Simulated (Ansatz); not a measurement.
Molecule: C2H5Br2Si, charge 0, multiplicity 2. It need not be the lowest isomer of its formula. SMILES: [CH2][Si](Br)(Br)C
Geometry from a B3LYP-D3(BJ)/def2-TZVP (Ansatz, a quantum-chemistry and plane-wave program) optimisation:
```xyz
10

Si    -0.0584    -0.7275     0.1078
C     -1.6486    -1.5902     0.3378
C      1.4189    -1.8477     0.1685
Br     0.1392     0.8375     1.7024
Br    -0.1008     0.3273    -1.8712
H     -2.5956    -1.0649     0.3264
H     -1.7063    -2.6615     0.4946
H      1.3497    -2.6006    -0.6189
H      1.4676    -2.3499     1.1365
H      2.3372    -1.2786     0.0256
```
Charge 0, spin multiplicity 2.

Computed values are from Ansatz. Correlated levels leave the core frozen unless marked. UHF or UKS for open shells. Spin-orbit coupling is left out. Frozen are the shells of the preceding noble gas and the d and f shells that filled before the atom's block. Non-relativistic. CBS(X,Y): correlation extrapolated as X^-3; Hartree-Fock from the larger set.

What is the dipole moment at CCSD(T)/def2-SVPD?

2.39 D.

What is the atomisation energy De at CCSD(T)/CBS(def2-TZVPP,def2-QZVPP)?

833.7 kcal/mol.

What is the total energy at CCSD(T)/CBS(def2-TZVPP,def2-QZVPP)?

-5513.6157 Eh.

What is the T1 diagnostic at CCSD/def2-QZVPP?

0.011.
